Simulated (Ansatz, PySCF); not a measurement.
Complex: H2O (SMILES O) (first 3 atoms) with GeH4 (SMILES [GeH4]); geometry from B3LYP-D3(BJ)/def2-TZVP, rigid monomers moved along the line of their centres of mass till O1···Ge4 is 3.77 Å.
(charge 0, multiplicity 1):
| atom | x (Å) | y (Å) | z (Å) |
|---|---|---|---|
| O | 0.2621 | -0.1240 | 0.4007 |
| H | -0.6530 | 0.0334 | 0.1450 |
| H | 0.7021 | 0.7273 | 0.3054 |
| Ge | -0.2272 | -0.0457 | 4.1340 |
| H | -0.4571 | 0.0382 | 5.6556 |
| H | -0.6569 | 1.2923 | 3.5108 |
| H | -1.0803 | -1.1852 | 3.5641 |
| H | 1.2609 | -0.2959 | 3.8656 |

Interaction energies are E(AB) − E(A) − E(B) at the monomers' geometry in the complex; basis-set methods are counterpoise corrected.

Frozen-core correlation. Filled d and f shells under p-block atoms count as core. CBS: X⁻³ extrapolation of the correlation energy, Hartree–Fock from the larger set.

Run with Ansatz (a first-principles code); PySCF for the dispersion terms. Values without a source in brackets are computed.

PBE/def2-TZVPPD gives -0.72 kcal/mol for the interaction energy.

Q: Predict the shift from PBE, with its sign, for: PBE-D3(BJ)/def2-TZVPPD, r2SCAN/def2-TZVPPD, PBE0/def2-TZVPPD, wB97M-V/def2-TZVPPD, MP2/CBS(aug-cc-pVDZ, aug-cc-pVTZ), CCSD(T)/CBS(aug-cc-pVDZ, aug-cc-pVTZ).

A: PBE-D3(BJ)/def2-TZVPPD -0.47; r2SCAN/def2-TZVPPD -0.22; PBE0/def2-TZVPPD 0.04; wB97M-V/def2-TZVPPD -0.37; MP2/CBS(aug-cc-pVDZ, aug-cc-pVTZ) -0.31; CCSD(T)/CBS(aug-cc-pVDZ, aug-cc-pVTZ) -0.37 kcal/mol. 1 of 6 lie above PBE; the widest gap is to PBE-D3(BJ)/def2-TZVPPD.
